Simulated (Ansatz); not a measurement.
Total energies of SbH2Et (C₂H₇Sb) from Ansatz at r2SCAN-D4/def2-TZVP, gas phase (1 Eh = 27.2114 eV = 2625.5 kJ/mol). The reference geometry is relaxed at PBE0-D4/def2-SVP.

```xyz
10

Sb    1.873    0.410    0.071
H     2.352    0.601   -1.569
H     1.319    2.036    0.137
C    -0.106   -0.377   -0.444
C    -1.057   -0.373    0.740
H     0.060   -1.399   -0.819
H    -0.497    0.219   -1.281
H    -2.034   -0.807    0.469
H    -0.665   -0.960    1.587
H    -1.246    0.648    1.109
```

```csv
state,geometry,energy (Eh)
charge 0 singlet,reference,-320.72684
charge 1 doublet,reference,-320.39791
free Sb atom (quartet),–,-240.31016
free H atom (doublet),–,-0.49993
free C atom (triplet),–,-37.83292
```

In the def2 sets Sb takes a core potential; there is no spin–orbit coupling.

(1) Work out the vertical ionisation energy to the doublet.

(2) What is the binding energy per atom against free atoms?

(1) E(charge 1 doublet) − E(charge 0 singlet) = -320.39791 − (-320.72684) = 0.32893 Eh = 8.95 eV. For comparison, −ε of the highest occupied level is 6.17 eV at this level, 2.78 eV less.

(2) Atoms: 1 × (-240.31016) + 7 × (-0.49993) + 2 × (-37.83292) = -319.47551 Eh. Binding: -319.47551 − (-320.72684) = 1.25133 Eh = 34.05 eV, or 3.41 eV for each of 10 atoms (no zero-point energy, no counterpoise term).
